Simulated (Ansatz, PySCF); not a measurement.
ZrH4, SMILES [ZrH4], multiplicity 1. Atoms are numbered in the order given.

```xyz
5

Zr     0.0000     0.0000     0.0000
H      1.0664     1.0664     1.0664
H     -1.0664     1.0664    -1.0664
H     -1.0664    -1.0664     1.0664
H      1.0664    -1.0664    -1.0664
```

Geometry: r2SCAN-D4/def2-TZVPD. The multiplicity is an assumed one; other spin states were not compared. The def2 effective core potentials stand for the cores of Zr; spin–orbit coupling is left out.

Two levels are set side by side: PBE-D3(BJ)/def2-TZVPD (Ansatz, a quantum-chemistry and plane-wave program) and r2SCAN-D4/def2-TZVPD (Ansatz). Each level has its own optimised geometry; the coordinates shown are those of the second. Frequencies come from the Hessian of PySCF at each geometry. Differences are taken from unrounded values.

| quantity | r2SCAN-D4 | PBE-D3(BJ) | PBE-D3(BJ) minus r2SCAN-D4 |
|---|---|---|---|
| mean bond length (Å) | 1.847 | 1.852 | 0.005 |
| bond Zr1–H2 (Å) | 1.847 | 1.852 | 0.005 |
| bond Zr1–H3 (Å) | 1.847 | 1.852 | 0.005 |
| bond Zr1–H4 (Å) | 1.847 | 1.852 | 0.005 |
| bond Zr1–H5 (Å) | 1.847 | 1.852 | 0.005 |
| highest harmonic wavenumber (cm⁻¹) | 1741 | 1702 | -39 |
| mean harmonic wavenumber (cm⁻¹) | 1071 | 1051 | -20 |
| zero-point energy (kcal/mol) | 13.78 | 13.52 | -0.26 |
